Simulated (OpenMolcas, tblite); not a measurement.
GaNH2F2 (SMILES [NH2][Ga]([F])[F]): the HOMO–LUMO gap, rung by rung

The species is GaNH2F2 (6 atoms), meant as a singlet with charge 0. SMILES: `[NH2][Ga]([F])[F]`. The coordinates come from a PBE0-D4/def2-TZVP relaxation.

Each level gives the HOMO–LUMO gap (eV). The values are calculated.

```tsv
level	kind	program	value (eV)	CPU time
GFN2-xTB	semi-empirical	tblite	3.31	under 2 s
HF/cc-pVDZ	Hartree–Fock	OpenMolcas	14.24	12 s
SVWN5/cc-pVDZ	LDA	OpenMolcas	4.57	31 s
PBE/cc-pVDZ	GGA	OpenMolcas	4.64	44 s
TPSS/cc-pVDZ	meta-GGA	OpenMolcas	4.88	60 s
r2SCAN/cc-pVDZ	meta-GGA	OpenMolcas	5.34	59 s
B3LYP/cc-pVDZ	global hybrid	OpenMolcas	6.49	45 s
B2PLYP/cc-pVDZ	double hybrid	OpenMolcas	9.70	29 s
```

All-electron rows without a relativistic Hamiltonian named are non-relativistic. The values span 3.31 to 14.24 eV. Orbital gaps aren't excitation energies, and those of double hybrids come from the SCF part alone; they tend to grow with the share of exact exchange. Times are those of the runs behind each value, whatever else they computed, on shared processors of several kinds: orders of magnitude only.
